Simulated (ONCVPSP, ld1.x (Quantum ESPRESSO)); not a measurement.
## Potentials for helium (He) compared

Generated with ld1.x 7.5 (TM, RRKJ, ultrasoft, PAW), atompaw 4.2 or ONCVPSP 4.0.1. The cutoff is in Ry: for ld1.x and atompaw files where the sum of valence levels is converged to 10 mRy in a Bessel basis, for ONCV files where the hardest occupied wave has 1 mHa per electron of residual kinetic energy. The error is the largest all-electron minus pseudo excitation energy over each file’s own four to seven test configurations (ionisations up to +4, promotions, holes and added fractions of an electron), all of which were solved. The labels leave out finer settings (local radius, basis sizes, second energies), which also bear on the numbers. Spin-polarised tests are not counted. The rows are a selection from randomly drawn settings: files with unsolved tests, undetermined cutoffs or missed reference levels are left out.

A true bound ghost makes a file unfit for plane-wave use even where its test errors are small: the radial tests pick states by their node count and pass the ghost by.

| potential | cutoff (Ry) | largest error (meV) | bound ghosts |
| --- | --- | --- | --- |
| ONCV, PBE, scalar-relativistic, rc 0.60/0.55 (sp), local smoothed, core correction no, reference 1s2, qcut 13.2/12.9, projectors 2/1 | 143 | +7.2 | none |
| ONCV, PBE, scalar-relativistic, rc 0.70/0.70 (sp), local smoothed, core correction no, reference 1s2, qcut 9.6/14.3, projectors 1/2 | 90 | +23 | none |
| ONCV, PBE, scalar-relativistic, rc 0.65 (s), local smoothed, core correction no, reference 1s2, qcut 8.7, projectors 1 | 330 | +23 | none |
| ONCV, LDA (Perdew-Zunger), scalar-relativistic, rc 0.50 (s), local smoothed, core correction no, reference 1s2, qcut 10.1, projectors 2 | 648 | +3.8 | none |
| ONCV, Wu-Cohen, scalar-relativistic, rc 0.85 (s), local smoothed, core correction no, reference 1s2, qcut 12.7, projectors 2 | 100 | +27 | none |
| ONCV, PBE, scalar-relativistic, rc 0.75/0.80 (sp), local smoothed, core correction no, reference 1s1, qcut 14.6/10.2, projectors 3/1 | 130 | +16 | none |

Fill in the row for He: ONCV, PBE, scalar-relativistic, rc 0.80/0.80 (sp), local smoothed, core correction no, reference 1s2, qcut 19.9/10.3, projectors 2/2.

cutoff 148 Ry, largest error +9.7 meV, bound ghosts: s.

Fill in the row for He: TM, PBEsol, non-relativistic, rc 0.60/0.50 (sp), local s, core correction no, reference 1s2.

cutoff 140 Ry, largest error +5.1 meV, bound ghosts: none.

Fill in the row for He: ONCV, PBEsol, scalar-relativistic, rc 0.55/0.45 (sp), local smoothed, core correction no, reference 1s1, qcut 11.3/19.9, projectors 2/2.

cutoff 258 Ry, largest error +8.7 meV, bound ghosts: none.
